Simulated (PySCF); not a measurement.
C₆ coefficients of unlike pairs at UHF

Calculated with PySCF 2.14 from the dipole response of each species, C₆(A,B) = (3/π) ∫ α_A(iu) α_B(iu) du, in atomic units, from isotropic polarisabilities. For ions this is the dispersion term alone; charge-induced terms of lower order in 1/R come first.

```csv
species,configuration,basis,relativity,α (bohr³),C₆ (like pair)
Fe,[Ar] 3d6 4s2 (5D),aug-cc-pVDZ-DK (7s6p4d2f),spin-free X2C,81.72,773.5
Br²⁺,[Ar] 3d10 4s2 4p3 (4S),aug-cc-pwCVDZ-PP with ECP10MDF (6s5p4d1f),core potential,8.416,40.56
Cr,[Ar] 3d5 4s1 (7S),def2-QZVPPD (11s6p5d3f2g),none,111.7,1002
Sr,[Kr] 5s2 (1S),"aug-cc-pwCVTZ-X2C with one added diffuse shell each of s, p, d, f type (11s10p8d4f)",spin-free X2C,232.7,4055
```

Estimate C₆ for Sr with Br²⁺.

The integral gives 275.5. The combination rule 2 C_A C_B / (C_A α_B/α_A + C_B α_A/α_B) gives 259.4 and the geometric mean 405.5.

No spin-orbit coupling is included.

The other pairs:

| pair | C₆ |
| --- | --- |
| Cr, Br²⁺ | 145.2 |
| Cr, Fe | 866.2 |
| Br²⁺, Fe | 141.8 |
| Sr, Cr | 2011 |
| Sr, Fe | 1725 |
